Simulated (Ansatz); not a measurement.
Born–Oppenheimer molecular dynamics of CH$_{4}$ClIn (7 atoms, charge 0, multiplicity 1). It starts at the highest image of a converged band. Of that band: The profile has 2 maxima (images 2, 6) with wells between them (image 4): this band takes more than one step, which may be the mechanism or a detour left from its start path. Neighbouring images differ by up to 4.3 eV, so the band resolves the path poorly. A vibrational analysis at the climbing image gives one clearly imaginary mode, 458i cm⁻¹: a first-order saddle point.

Method: Ansatz 0.2.0, RKS PBE0/def2-SVP.

```
ensemble                      : NVE (velocity Verlet)
time step                     : 0.5 fs
steps asked                   : 200
starting velocities drawn for : 300 K
seed                          : 2297
```

First frame:

```xyz
7
Properties=species:S:1:pos:R:3
In -1.298 0.330 1.338
H 0.928 0.089 -1.122
C 0.227 -0.478 -0.019
H 1.520 -0.262 -1.631
Cl -2.244 2.522 1.318
H -0.206 -1.382 -0.492
H 1.072 -0.820 0.610
```

(1) How far do the bonds stretch over the last three quarters of this one trajectory? (Pairs bonded in most of those frames.)

Results:

(1) 
```
   bond  mean (Å)  spread (Å)  shortest  longest
 In1–C3     2.076       0.031      2.04     2.16
In1–Cl5     2.347       0.076      2.25     2.47
  H2–H4     0.773       0.020      0.74     0.83
  C3–H6     1.109       0.020      1.07     1.14
  C3–H7     1.109       0.020      1.08     1.14
```

Mean temperature of the second half: 381 K. The conserved energy stayed within 0.14 meV per atom of its start (net change 0.057 meV per atom), so the integration is sound. A run of 0.1 ps of so small a system gives no equilibrium averages. The orbitals stay closed-shell, which can raise the energy where a bond breaks towards radicals; this wasn't checked here.

Time of the run: 5.7 min on 2 threads of Arm Neoverse V1 (shared host), peak memory 0.19 GiB.
